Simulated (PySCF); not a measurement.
M06-2X on Br⁻ (bromine, charge -1)

Configuration: [Kr], closed-shell 1S. All numbers are calculated (PySCF 2.14, scalar relativity through the core potential, in aug-cc-pVDZ-PP with ECP10MDF (5s4p3d, 32 functions)).

- Total energy: -417.0946 hartree
- One-electron energy: -737.7080 hartree
- Hartree (Coulomb) energy: 352.1479 hartree
- Exchange-correlation energy: -31.5345 hartree
- ⟨S²⟩: 0.0000
- ⟨L²⟩: 0.000
- Sum of ⟨r⟩: 27.72 bohr
- Sum of ⟨r²⟩: 53.32 bohr²

```tsv
shell	electrons	mean orbital energy (hartree)	rms radius, mean of both spins (bohr)
3s	2	-8.68615	0.593
3p	6	-6.60511	0.612
3d	10	-2.53878	0.644
4s	2	-0.56871	1.87
4p	6	-0.07619	2.56
```

Energies and moments cover only the electrons outside the core potential.
